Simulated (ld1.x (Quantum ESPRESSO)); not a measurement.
**Configuration tests for titanium (ultrasoft)**

```json
{
 "Element": "Ti (Z = 22)",
 "Generator": "ld1.x (Quantum ESPRESSO) 7.5",
 "Type": "ultrasoft",
 "Functional": "PW91",
 "Relativity": "scalar-relativistic",
 "Frozen core": "[Ar]",
 "Valence charge": "4",
 "Reference configuration": "3d2 4s1 4p1",
 "Partial waves": "4s (bound): rcut 2.60, rcutus 2.90 bohr; 4s channel at 3.7 Ry: rcut 2.60, rcutus 2.90 bohr; 4p (bound): rcut 3.15, rcutus 3.65 bohr; 4p channel at -0.09 Ry: rcut 3.15, rcutus 3.65 bohr; 3d (bound): rcut 1.75, rcutus 2.25 bohr; 3d channel at 1.1 Ry: rcut 1.75, rcutus 2.25 bohr",
 "Local potential": "all-electron potential smoothed inside 2.25 bohr (lloc = -1)",
 "Core correction": "a·sin(br)/r model core inside 2.35 bohr",
 "Augmentation charge": "PSQ, radius 1.85 bohr"
}
```

Energies are relative to the spin-unpolarised reference configuration 3d2 4s1 4p1; without spin polarisation the order of configurations can differ from experiment. Not all tests gave a result: test run stopped at test 5 of 7 (negative rho).

Q: Give the all-electron excitation energy and the error of the potential for: 3d2 4s2 4p0; 3d2 4s1 4p0; 3d2 4s0 4p0; 3d1 4s2 4p1.

A:

```tsv
valence configuration	charge	ΔE all-electron (eV)	error AE − PS (meV)
3d2 4s2 4p0	0	-3.089	+1.9
3d2 4s1 4p0	+1	4.303	+0.4
3d2 4s0 4p0	+2	17.896	+33
3d1 4s2 4p1	0	1.622	+300
```

Levels in the configuration 3d1 4s2 4p1:

```
level  all-electron (eV)  pseudo (eV)
   3d             -9.398       -8.638
   4s             -6.265       -6.357
   4p             -2.592       -2.559
```
